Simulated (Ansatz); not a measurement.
The Al1–Br4 bond of AlBrFH (SMILES [F][AlH][Br]) is stretched (multiplicity 1, the rest rigid).
Geometry at rest (charge 0, multiplicity 1):
```xyz
4

Al     0.14259    -1.02186     0.68600
H     -0.74582    -2.28638     0.87331
F      1.56773    -0.90211     1.50145
Br    -0.43478     0.67684    -0.66584
```

Correlated levels freeze the cores. Filled d and f shells under p-block atoms count as core.

The values were computed with Ansatz (Gaussian basis) for Hartree–Fock, density functionals and correlated methods. 

Energies above the point at 2.246 Å (the B3LYP-D3(BJ) bond length), FIC-MRCISD+Q on CASSCF(6,4)/def2-TZVPP (kcal/mol): 11.34 at 2.022 Å; 6.49 at 2.471 Å; 104.60 at 7.189 Å.

Task: Take the last value as the depth D of a Morse curve D(1 − e^(−a(R − R₀)))², fit a and R₀ to the two near points, and test it at 3.033 and 3.931 Å.

Result: 
With D = 104.6, both near points (counted from the curve's value at 2.246 Å) are met by a = 1.27 Å⁻¹ and R₀ = 2.245 Å, so k = 2Da² = 338 kcal/(mol Å²). The curve then gives 41.9 and 81.5 kcal/mol; the level itself gives 42.7 and 88.1, so Morse is off by -0.8 and -6.6.

Doubts at one or more of the structures used: active orbitals that take no part (FIC-MRCISD+Q on CASSCF(6,4)/def2-TZVPP).

Ansatz is a quantum-chemistry and plane-wave program.
